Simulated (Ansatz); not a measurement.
(H2Ga-mu-Cl)2 (Ga2H4Cl2), relaxed as a singlet with RKS PBE-D4/def2-SVP in Ansatz, starting from the GFN2-xTB geometry. Force threshold 0.02 eV/Å.

Start:

Cartesian coordinates in Å:
```
Ga -1.2282 0.8695 0.6225
H -1.5634 0.6913 2.1245
H -1.9975 1.8288 -0.3189
Cl 1.0199 1.1784 0.3667
Ga 1.2279 -0.8696 -0.6223
H 1.9995 -1.8281 0.3180
H 1.5618 -0.6915 -2.1245
Cl -1.0200 -1.1788 -0.3661
```

```json
{"step": "1", "energy (eV)": "-129821.9122", "largest force component (eV/Å)": "1.191", "SCF passes": "14"}
{"step": "2", "energy (eV)": "-129822.1377", "largest force component (eV/Å)": "0.501", "SCF passes": "17"}
{"step": "3", "energy (eV)": "-129822.1699", "largest force component (eV/Å)": "0.124", "SCF passes": "17"}
{"step": "4", "energy (eV)": "-129822.1721", "largest force component (eV/Å)": "0.014", "SCF passes": "16"}
```

Force components are those of the run's own axes.

End:

```xyz
8

Ga   -1.277    0.904    0.648
H    -1.507    0.629    2.171
H    -1.966    1.829   -0.409
Cl    1.079    1.247    0.388
Ga    1.277   -0.904   -0.648
H     1.966   -1.829    0.409
H     1.506   -0.629   -2.171
Cl   -1.079   -1.247   -0.387
```

By distances, no bond broke or formed. The bond that changes most is Ga5–Cl8, from 2.28 to 2.40 Å (atoms count from 1).

No frequencies were taken in this run, so the end may be a saddle point.

It took 6 s on 4 threads of Arm Neoverse N1 on a shared host.
